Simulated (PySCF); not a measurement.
## Steps of a relaxation of Pt(H2S)2

Pt(H2S)2 (singlet). PySCF 2.14.0, RKS BP86, Pt def2-SVP with ECP60, S def2-SVP, H def2-SVP; non-relativistic Hamiltonian with scalar-relativistic core potentials where named; density fitting; no spin-orbit coupling. Origin of the start: displaced along the imaginary mode. Columns: position (Å) and force (eV/Å). Energies are counted from the last step; some of the 17 steps are shown. Forces carry noise of the integration grid, about 0.01 to 0.03 eV/Å.

Run from Python with OMP_NUM_THREADS=2. Where DIIS fails, smearing, a level shift and second-order steps follow.
It took 38 s on 2 threads of Arm Neoverse V2, on a shared host, from the converged density of the start.

```xyz
7
step 0  E = 0.073 eV
Pt    0.0036    0.0000    0.0000     0.05    0.00    0.00
S    -0.0209   -0.1424    2.2591     0.08    0.63    0.23
H     1.1383    0.5445    2.6496    -0.42   -0.25   -0.13
H    -0.8236    0.9321    2.6778     0.32   -0.37   -0.14
S    -0.0209    0.1424   -2.2591     0.08   -0.63   -0.23
H     1.1383   -0.5445   -2.6496    -0.42    0.25    0.13
H    -0.8236   -0.9321   -2.6778     0.32    0.37    0.14
```

```xyz
7
step 5  E = 0.018 eV
Pt   -0.0400    0.0000    0.0000    -0.02    0.00    0.00
S    -0.1392   -0.0897    2.2533     0.00    0.10    0.03
H     1.1173    0.2962    2.6755    -0.03   -0.04    0.00
H    -0.6625    1.1278    2.6505     0.03   -0.06   -0.02
S    -0.1392    0.0897   -2.2533     0.00   -0.10   -0.03
H     1.1173   -0.2962   -2.6755    -0.03    0.04    0.00
H    -0.6625   -1.1278   -2.6505     0.03    0.06    0.02
```

```xyz
7
step 11  E = 0.002 eV
Pt   -0.0939    0.0000    0.0000    -0.01    0.00    0.00
S    -0.2482   -0.0067    2.2488     0.05    0.11    0.06
H     1.0463    0.0382    2.7351    -0.07    0.00   -0.04
H    -0.4555    1.3119    2.6178     0.03   -0.12   -0.03
S    -0.2482    0.0067   -2.2488     0.05   -0.11   -0.06
H     1.0463   -0.0382   -2.7351    -0.07    0.00    0.04
H    -0.4555   -1.3119   -2.6178     0.03    0.12    0.03
```

Q: Where does the relaxation end?

A: It converges at step 16 in C2:
```xyz
7
step 16  E = 0
Pt   -0.1292    0.0000    0.0000
S    -0.2738    0.0170    2.2498
H     1.0231   -0.0181    2.7200
H    -0.3890    1.3440    2.6058
S    -0.2738   -0.0170   -2.2498
H     1.0231    0.0181   -2.7200
H    -0.3890   -1.3440   -2.6058
```

Q: How did the contacts change?

A: 
```tsv
contact	start (Å)	end (Å)
Pt1–S2 (H2S)	2.264	2.254
Pt1–S5 (H2S)	2.264	2.254
```
